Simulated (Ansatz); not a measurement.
The first iterations of a band of BH3O2 + H3N (10 atoms, charge 0, multiplicity 1).

All numbers below come from RKS PBE/def2-SVP in Ansatz.

* movable images: 9
* climbing image: yes
* spring: 5.0 eV/Å²
* optimiser: lbfgs
* start path: through a guess of the saddle point
* force threshold: 0.05 eV/Å
* iteration limit: 60
* end points: relaxed
* largest step: 0.5 Å

Initial state:

```xyz
10
Properties=species:S:1:pos:R:3
B 0.993 0.535 -0.011
H 0.880 1.202 1.001
O 0.563 0.964 -1.243
O 1.624 -0.672 0.096
H -1.611 -0.140 1.292
N -1.744 -0.856 0.565
H 0.162 1.849 -1.204
H 1.694 -1.107 -0.776
H -1.671 -0.347 -0.327
H -0.889 -1.428 0.607
```

Final state:

```xyz
10
Properties=species:S:1:pos:R:3
B 0.488 -0.303 -0.676
H -0.936 1.306 2.725
O 0.746 0.807 -1.466
O 1.508 -1.211 -0.477
H -0.818 0.872 2.097
N -0.766 -0.551 -0.038
H -0.002 1.424 -1.516
H 2.319 -0.898 -0.913
H -1.622 -0.035 -0.225
H -0.916 -1.410 0.489
```

| iteration | highest image above the first end (eV) | largest band force component (eV/Å) |
| --- | --- | --- |
| 1 | 2.598 | 7.855 |
| 2 | 1.451 | 3.967 |
| 3 | 1.418 | 2.162 |
| 4 | 1.368 | 1.849 |
| 5 | 1.343 | 1.140 |
| 6 | 1.302 | 1.118 |
| 7 | 1.278 | 1.408 |
| 8 | 1.269 | 1.509 |
| 9 | 1.264 | 1.057 |
| 10 | 1.259 | 0.954 |
| 11 | 1.228 | 1.316 |
| 12 | 1.210 | 0.874 |
| 13 | 1.195 | 0.898 |
| 14 | 1.188 | 0.742 |
| 15 | 1.178 | 0.749 |
| 16 | 1.174 | 0.783 |
| 17 | 1.196 | 0.640 |
| 18 | 1.253 | 0.770 |
| 19 | 1.251 | 0.382 |
| 20 | 1.250 | 0.352 |

**Question.** Does the band converge within its limit, and where does its top end?

**Answer.** The run ended unconverged. It ended after 60 iterations with the highest image 1.325 eV above the first end. The band didn't meet its force threshold, so its energies are provisional: the largest band force was still 4.32 eV/Å, and over the last iterations the top moved between 1.23 and 2.31 eV. The orbitals stay closed-shell, which can raise the energy where a bond breaks towards radicals; this wasn't checked here.

The run took 7.3 min on 2 threads of Intel(R) Xeon(R) Platinum 8375C CPU @ 2.90GHz (Ice Lake) (shared host), peak memory 0.14 GiB.
